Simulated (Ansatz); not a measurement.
Geometry optimisation, RHF/def2-SVP (Ansatz).

The input (input.yaml):

```yaml
crystal:
  periodic: [false, false, false]
  atoms:
    - { symbol: W, position_ang: [0.382373, 0.191111, -0.344465] }
    - { symbol: H, position_ang: [-0.313345, 0.057134, 2.489774] }
    - { symbol: H, position_ang: [1.500652, -0.641928, 0.570347] }
    - { symbol: H, position_ang: [-0.357526, 1.59952, 0.162703] }
    - { symbol: H, position_ang: [-1.246009, 0.084205, 0.038853] }
    - { symbol: H, position_ang: [-0.113682, -1.286364, 0.272106] }
    - { symbol: H, position_ang: [0.669914, 0.129721, -2.04618] }
    - { symbol: P, position_ang: [1.938638, 1.692874, 0.8045] }
    - { symbol: H, position_ang: [3.148375, 1.187325, 0.272925] }
    - { symbol: H, position_ang: [1.863595, 2.865143, 0.01335] }
    - { symbol: H, position_ang: [0.234115, 0.51106, 2.425087] }
basis:
  gaussian: { orbitals: def2-SVP }
hamiltonian:
  xc: hf
relax:
  f_tol: 0.03
  max_steps: 50
```

Launched with:

```bash
$ ansatz run input.yaml --threads 1 --pin off --max-ram 2048MiB --backend cpu --events-out ev --progress --plain --runs-dir out
```

Task: Where does it end, and by what steps?

Result: The run converged. The force dipped under the threshold on the way, but the program's further checks kept it going. After 29 steps the energy has fallen by 0.218 eV; H2 moved furthest, 1.87 Å.

```csv
step,energy less start (eV),largest force component (eV/Å),accepted
0,0.0000,1.178,yes
2,-0.1363,0.149,yes
4,-0.1742,0.096,yes
6,-0.1961,0.130,yes
8,-0.1980,0.296,no
10,-0.2085,0.198,no
12,-0.2104,0.079,yes
14,-0.2112,0.098,yes
16,-0.2121,0.154,yes
18,-0.2131,0.089,yes
20,-0.2139,0.150,yes
22,-0.2151,0.005,yes
24,-0.2147,0.202,no
26,-0.2161,0.113,no
28,-0.2168,0.056,no
29,-0.2181,0.007,yes
```

```xyz
11
Properties=species:S:1:pos:R:3
W 0.489 0.189 -0.903
H -0.525 0.208 4.347
H 1.612 -0.683 -0.026
H -0.263 1.594 -0.404
H -1.137 0.055 -0.525
H -0.032 -1.285 -0.303
H 0.841 0.197 -2.601
P 1.809 1.527 0.606
H 3.174 1.220 0.459
H 1.814 2.870 0.185
H -0.074 0.497 3.825
```

The run took 96 s on 1 thread of Arm Neoverse N1 (shared host), peak memory 0.17 GiB.
